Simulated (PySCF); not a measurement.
1,1-difluoro-2-methylprop-1-ene (C₄H₆F₂), SMILES CC(C)=C(F)F.

Geometry optimised at PBE0-D3(BJ)/def2-SVP.

Computed with PySCF with PBE/def2-TZVP.

Symmetry labels are those of the subgroup C2v that the program uses (full group C2v).

Computed valence orbital energies around the gap with their symmetry:
| orbital | symmetry | energy (eV) |
|---|---|---|
| HOMO−7 | B2 | -10.53 |
| HOMO−6 | A2 | -10.45 |
| HOMO−5 | A1 | -10.44 |
| HOMO−4 | B2 | -9.51 |
| HOMO−3 | A2 | -9.49 |
| HOMO−2 | A1 | -9.22 |
| HOMO−1 | B2 | -8.80 |
| HOMO | B1 | -5.57 |
| LUMO | B1 | -0.06 |
| LUMO+1 | A1 | 0.41 |
| LUMO+2 | B2 | 1.37 |
| LUMO+3 | A1 | 1.59 |
